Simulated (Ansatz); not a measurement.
Molecule: RbCl (charge 0, singlet). SMILES: [Cl][Rb]
Coordinates optimised at B3LYP-D3(BJ)/def2-TZVP (Ansatz, a program for electronic structure):
```xyz
2

Rb     0.0000     0.0000    -0.9024
Cl     0.0000     0.0000     1.9640
```
Charge 0, spin multiplicity 1.

### Question
Give the harmonic wavenumbers at B3LYP-D3(BJ)/def2-TZVP (Ansatz, finite differences of forces, unscaled).

### Answer
223 cm⁻¹. Zero-point energy 0.3 kcal/mol.

### Question
From these and the geometry, give the ideal-gas thermochemistry at 298.15 K and 1 atm (rigid rotor, harmonic oscillator).

### Answer
Point group C∞v, rotational symmetry number 1. Rotational constants 2.455, 2.455 GHz. S(trans) 40.28, S(rot) 17.56, S(vib) 1.93, S(elec, spin only) 0.00, S 59.8 cal/(mol K). H(298) - H(0) 2.40 kcal/mol; G - E(el) -15.1 kcal/mol.
